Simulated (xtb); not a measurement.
In(OH) (HInO), SMILES [OH][In] (connectivity only; charge and spin as stated), neutral, multiplicity 1. All values are semi-empirical tight-binding results from xtb (GFN2-xTB unless named), good for trends rather than for accurate numbers. Geometry optimised at GFN2-xTB.

Optimised geometry:

```xyz
3

In     0.0000     0.0000    -0.3150
O      0.0000     0.0000     1.6091
H      0.0000     0.0000     2.5604
```

For metal compounds this method's bond lengths and energies can be far off.

```json
{
  "point_group_as_xtb_finds_it": "C∞v",
  "orbital_gap": "6.56 eV",
  "zero_point_energy": "7.3 kcal/mol",
  "G − E(el) at 298.15 K (modified RRHO)": "-7.5 kcal/mol"
}
```

Computed atomic charges and the Wiberg bond orders between heavy atoms:
charges (e) In1 0.37, O2 -0.63, H3 0.26. Bond orders In1–O2 1.11.
